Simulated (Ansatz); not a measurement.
Program: Ansatz. Geometries: PBE0-D4/def2-TZVP. ΔE: electronic, gas phase. CCSD(T)/CBS is the MP2 limit (def2-TZVPP, def2-QZVPP) plus CCSD(T) − MP2 in def2-TZVPP, frozen cores. DFT in def2-TZVPP. B3LYP here is the variant with VWN-RPA as its local correlation; programs differ in this. For Ga outer-core shells are correlated without core-valence functions, which leaves a few kJ/mol of doubt a bond. Scalar relativity is left out up to krypton. Each species was taken in one conformer, which may not be the lowest.

Consider the ligand exchange at the Si–S bond: `C=C(F)S[SiH3]` + `[OH][GaH][SH]` → `[SiH3][O][GaH][SH]` + `C=C(F)S`.

```csv
level,ΔE (kJ/mol),difference from CCSD(T)/CBS
r2SCAN-D4,-39.5,3.3
B3LYP-D4,-46.2,-3.4
PBE,-28.4,14.4
HF/def2-TZVPP,-64.4,-21.6
MP2/def2-TZVPP,-43.4,-0.6
CCSD(T)/def2-TZVPP,-46.1,-3.3
HF/def2-QZVPP,-66.3,-23.5
HF/CBS(def2),-66.6,-23.8
MP2/CBS(def2),-40.2,2.6
CCSD/CBS(def2),-46.3,-3.5
CCSD(T)/CBS,-42.8,0
```

Largest T1 diagnostic among the species: 0.014.

From PBE to PBE0 (25 % exact exchange), in def2-TZVPP and without D4, ΔE moves by −6.0 kJ/mol. In def2-TZVPP, CCSD(T) changes the Hartree–Fock value by +18.3 kJ/mol (the triples alone add +3.4 kJ/mol) and MP2 by +20.9 kJ/mol.
